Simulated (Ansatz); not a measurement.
Abridged output of a molecular run in Ansatz:

```
Functional definition: HF
  name "HF"
  cite "Fock, Z. Phys. 61, 126 (1930) doi:10.1007/BF01340294"
  parent pbe
  exchange = exact_x
  correlation = 0
1823 factors; integrals over basis functions are off by at most 1.5e-3 eV
mean field evaluation 1: about -5962.1734 eV, gradient 4.0e1 eV
mean field evaluation 2: about -5962.4806 eV, gradient 3.9e1 eV
mean field evaluation 4: about -5966.9586 eV, gradient 4.4e0 eV
mean field evaluation 8: about -5967.0279 eV, gradient 3.5e-1 eV
mean field -5967.02839570 eV, -219.2842489448 hartree, gradient 2.4e-6 eV, S^2 0.000000; 0 other end points of the search recorded, 0 dependent functions left out
6 core orbitals not correlated: weight in the atoms' cores, before any rotation towards them, 1.000 or more for the frozen orbitals, at most 0.000 for the correlated occupied ones
reference -5967.02839570 eV, -219.2842489448 hartree; 16, 16 occupied and 290, 290 virtual orbitals, 1823 factors
second order -25.23799600 eV of doubles, -0.00000000 eV of singles
cycle   1  -25.78517645 eV  change   -5.5e-1 eV  update   1.1e-1
cycle   2  -26.45013387 eV  change   -6.6e-1 eV  update   3.2e-2
cycle   3  -26.57969477 eV  change   -1.3e-1 eV  update   1.4e-2
cycle   4  -26.57756570 eV  change    2.1e-3 eV  update   3.8e-3
cycle   5  -26.57871733 eV  change   -1.2e-3 eV  update   1.6e-3
cycle   6  -26.57885268 eV  change   -1.4e-4 eV  update   4.1e-4
cycle   7  -26.57882532 eV  change    2.7e-5 eV  update   1.6e-4
cycle   8  -26.57885513 eV  change   -3.0e-5 eV  update   5.6e-5
cycle   9  -26.57885649 eV  change   -1.4e-6 eV  update   2.8e-5
perturbative correction -1.19486148 eV, -0.0439103495 hartree
Total energy: -5994.80211367 eV, -220.3049142546 hartree
```

Its atoms:

```xyz
15

C     1.018   -1.477    1.236
B     0.728   -1.253   -0.281
C    -0.732   -1.338   -0.868
C    -0.830    0.101   -0.688
C    -0.683    1.276   -0.453
C    -0.565    2.696   -0.192
H     1.405   -2.502    1.332
H     0.134   -1.408    1.875
H     1.801   -0.827    1.632
H     1.617   -1.019   -1.051
H    -0.822   -1.618   -1.918
H    -1.466   -1.871   -0.261
H     0.192    3.152   -0.835
H    -1.515    3.206   -0.377
H    -0.283    2.882    0.848
```

(1) Which basis set was used?
A. cc-pV(Q+d)Z
B. def2-SVPD
C. def2-TZVPP
D. def2-SVP

(2) Write the keys of the input that set method, charge and spin (a neutral closed shell needs none for the last two).

Answers

(1) C. It gives 312 functions.

(2) 
```yaml
correlation: {method: ccsd_t}
```
